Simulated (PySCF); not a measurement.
PySCF input file for B(F)(Br)(vinyl) (C2H3BBrF), SMILES FB(C=C)Br, PBE/pcSseg-1. The structure is a stationary point at PBE0-D3(BJ)/def2-SVP. The structure was generated by enumeration, and PubChem lists no compound with its InChIKey, so it may never have been made. One conformer was computed; it need not be the lowest.

```python
import numpy as np
from pyscf import gto, scf, dft
from pyscf.prop.nmr import rks as nmr

mol = gto.M(
    atom='''
    B     0.70257088    0.53504909    0.00000000
    F     2.01573596    0.40521376   -0.00000000
    Br   -0.32646749   -1.09006380   -0.00000000
    C     0.05426587    1.93716955   -0.00000000
    C    -1.26872171    2.15395640    0.00000000
    H     0.73045008    2.80137345    0.00000000
    H    -1.69389754    3.16280587    0.00000000
    H    -1.97793350    1.31912857   -0.00000000
    ''',
    basis='pcSseg-1',
    charge=0,
    spin=0,
    max_memory=1600,
    verbose=3,
)
mf = dft.RKS(mol, xc='pbe')
mf.grids.level = 3
mf.conv_tol = 1e-10
mf.max_cycle = 100
mf.kernel()
n = nmr.NMR(mf)
n.verbose = 2
n.max_cycle_cphf = 60
sigma = n.kernel()
print('atom   isotropic/ppm   span/ppm')
for i, s in enumerate(sigma):
    w = np.linalg.eigvalsh((s + s.T) / 2)
    print(f'{mol.atom_symbol(i):2s}{i + 1:3d} {w.mean():14.3f} {w[2] - w[0]:11.3f}')
```

Output:

```
converged SCF energy = -2776.03763164578
atom   isotropic/ppm   span/ppm
B   1         50.745      39.795
F   2        158.412     381.060
Br  3       2327.575     993.440
C   4         41.281     225.384
C   5         21.283     261.081
H   6         24.881       3.875
H   7         24.339       4.982
H   8         24.127       9.517
```

The run converged.

Cost: about 23 core-seconds (a rough figure).
